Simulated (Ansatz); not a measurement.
Basis-set extrapolation for `BC(C)[SiH3]` (PBE0-D4/def2-TZVP geometry, frozen core, Ansatz). Multiplicity 1, RHF reference.

|  | def2-TZVPP | def2-QZVPP |
| --- | --- | --- |
| HF | -394.620246 | -394.634511 |
| MP2 correlation | -0.589677 | -0.627046 |
| CCSD(T) correlation | -0.672554 | not run |

Energies in hartree. Use E(X) = E(∞) + A·exp(−7.88·√X) for Hartree–Fock and E(X) = E(∞) + B·X^(−2.97) for correlation, with X = 3 and 4, and add CCSD(T) minus MP2 of the smaller set to the MP2 limit.

Q: What is the CCSD(T) energy at the basis-set limit?

A: HF limit: -394.634511 + (-0.014265) × 0.13774 = -394.63648. MP2 limit: -0.627046 + (-0.037369) × 0.74074 = -0.65473. Higher-order term: -0.672554 − (-0.589677) = -0.08288. Total: -395.37409 hartree, 213.4 kJ/mol below CCSD(T)/def2-TZVPP.
